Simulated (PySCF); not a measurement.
**Orbital picture of ZrF**

TPSSh at R = 1.883 Å; basis Zr def2-TZVPP with ECP28, F def2-TZVPP; scalar-relativistic core potentials; PySCF 2.14. State: ⁴Σ⁻ (quartet), unpaired electrons σ ↑, δ ↑↑. Only the outer orbitals are listed, counted within each symmetry, core potentials removing the inner ones.

```json
{"spin": "α", "orbital": "4σ", "occ.": "1", "ε (eV)": "-29.09", "on Zr (%)": "21", "main shells (%)": "79 F s, 18 Zr p"}
{"spin": "α", "orbital": "5σ", "occ.": "1", "ε (eV)": "-10.83", "on Zr (%)": "13", "main shells (%)": "85 F p, 10 Zr d"}
{"spin": "α", "orbital": "2π", "occ.": "1", "ε (eV)": "-10.37", "on Zr (%)": "10", "main shells (%)": "90 F p"}
{"spin": "α", "orbital": "2π", "occ.": "1", "ε (eV)": "-10.37", "on Zr (%)": "10", "main shells (%)": "90 F p"}
{"spin": "α", "orbital": "6σ", "occ.": "1", "ε (eV)": "-4.61", "on Zr (%)": "100", "main shells (%)": "83 Zr s, 12 Zr d"}
{"spin": "α", "orbital": "1δ", "occ.": "1", "ε (eV)": "-3.56", "on Zr (%)": "100", "main shells (%)": "100 Zr d"}
{"spin": "α", "orbital": "1δ", "occ.": "1", "ε (eV)": "-3.56", "on Zr (%)": "100", "main shells (%)": "100 Zr d"}
{"spin": "α", "orbital": "3π", "occ.": "0", "ε (eV)": "-2.05", "on Zr (%)": "97", "main shells (%)": "67 Zr d, 30 Zr p"}
{"spin": "α", "orbital": "3π", "occ.": "0", "ε (eV)": "-2.05", "on Zr (%)": "97", "main shells (%)": "67 Zr d, 30 Zr p"}
{"spin": "α", "orbital": "7σ", "occ.": "0", "ε (eV)": "-1.68", "on Zr (%)": "95", "main shells (%)": "48 Zr d, 42 Zr p"}
{"spin": "β", "orbital": "1π", "occ.": "1", "ε (eV)": "-31.41", "on Zr (%)": "100", "main shells (%)": "100 Zr p"}
{"spin": "β", "orbital": "1π", "occ.": "1", "ε (eV)": "-31.41", "on Zr (%)": "100", "main shells (%)": "100 Zr p"}
{"spin": "β", "orbital": "4σ", "occ.": "1", "ε (eV)": "-29.05", "on Zr (%)": "24", "main shells (%)": "76 F s, 22 Zr p"}
{"spin": "β", "orbital": "5σ", "occ.": "1", "ε (eV)": "-10.81", "on Zr (%)": "12", "main shells (%)": "87 F p, 9 Zr d"}
{"spin": "β", "orbital": "2π", "occ.": "1", "ε (eV)": "-10.40", "on Zr (%)": "8", "main shells (%)": "92 F p"}
{"spin": "β", "orbital": "2π", "occ.": "1", "ε (eV)": "-10.40", "on Zr (%)": "8", "main shells (%)": "92 F p"}
{"spin": "β", "orbital": "6σ", "occ.": "0", "ε (eV)": "-2.37", "on Zr (%)": "100", "main shells (%)": "91 Zr s"}
{"spin": "β", "orbital": "3π", "occ.": "0", "ε (eV)": "-0.90", "on Zr (%)": "97", "main shells (%)": "81 Zr d, 16 Zr p"}
{"spin": "β", "orbital": "3π", "occ.": "0", "ε (eV)": "-0.90", "on Zr (%)": "97", "main shells (%)": "81 Zr d, 16 Zr p"}
```

**Question.** Which are the highest filled and the lowest empty level, where do they sit, and how wide is the gap?

**Answer.** Highest filled α 1δ at -3.56 eV (in %: 100 Zr d); lowest empty β 6σ at -2.37 eV (in %: 91 Zr s); the gap at TPSSh is 1.19 eV.

* bond order (Mayer): 1.14
* ⟨S²⟩: 3.753
* charge on Zr (Mulliken, basis-dependent): 0.36
* charge on Zr (Löwdin, basis-dependent): -0.06
* dipole moment (positive dipole means Zr(−)F(+)): -3.17 D

Spin–orbit coupling is left out. With d or f electrons several states lie close, and the lowest PBE0 determinant need not be the measured ground state.
